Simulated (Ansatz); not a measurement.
System (SMILES): [BH2] (BH2), doublet.
Atoms: B1, H2, H3. Bonds: B1-H2, B1-H3.

Basis-set convergence of the highest harmonic wavenumber at HF with Ansatz (an electronic-structure program). Each level at its own minimum, finite differences of forces, unscaled; the reference is a large set that could be run, not a limit. Cartesian d functions, on some or all atoms, in 6-31+G*; all else is spherical. The program fits the integrals of some runs and decomposes those of others, by size. Core-valence sets carry the plain set on hydrogen. Open shells are unrestricted. No added dispersion term, no relativity. Reference: the value in def2-QZVPPD, 2824 cm⁻¹, itself unsure by roughly 1 cm⁻¹ (its mean distance from pcseg-3, def2-QZVPP, cc-pVQZ).

| basis | functions | highest harmonic wavenumber (cm⁻¹) |
|---|---|---|
| 6-31+G* | 23 | [?] |
| def2-SVP | 24 | [?] |
| 6-311+G** | 34 | 2820 |
| def2-TZVP | 43 | 2825 |
| cc-pVTZ | 58 | 2822 |
| pcseg-2 | 58 | 2824 |
| cc-pCVTZ | 71 | 2820 |
| cc-pVQZ | 115 | 2823 |
| pcseg-3 | 126 | 2826 |

Problem. Complete the blanks.

Solution. 
- 6-31+G*, highest harmonic wavenumber (cm⁻¹): 2873
- def2-SVP, highest harmonic wavenumber (cm⁻¹): 2854
